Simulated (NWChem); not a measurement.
Molecule: ZrHOCl$_{3}$; SMILES [OH][Zr]([Cl])([Cl])[Cl]

```xyz
6

Zr     0.0000     0.0000    -0.2092
Cl     2.1778     0.4133     0.5513
Cl    -1.4468     1.6794     0.5513
Cl    -0.7310    -2.0927     0.5513
O      0.0000     0.0000    -2.0878
H      0.0000     0.0000    -3.0465
```
Atoms are numbered in this order, from 1.

All runs: NWChem. Geometry: optimised at PBE0/def2-SVP. Not confirmed as a minimum by frequencies. def2 effective core potentials on Zr; no spin-orbit coupling. Level r2SCAN/def2-SVP: energy and gradient on several grids; changes count from the extra-fine grid, which is no exact limit either.

```tsv
grid	size of the energy change (μHa)	largest change of a gradient component (μHa/bohr)
xcoarse	3000	10000
coarse	300	600
medium	40	50
fine	< 10	50
xfine	< 10	< 30
```
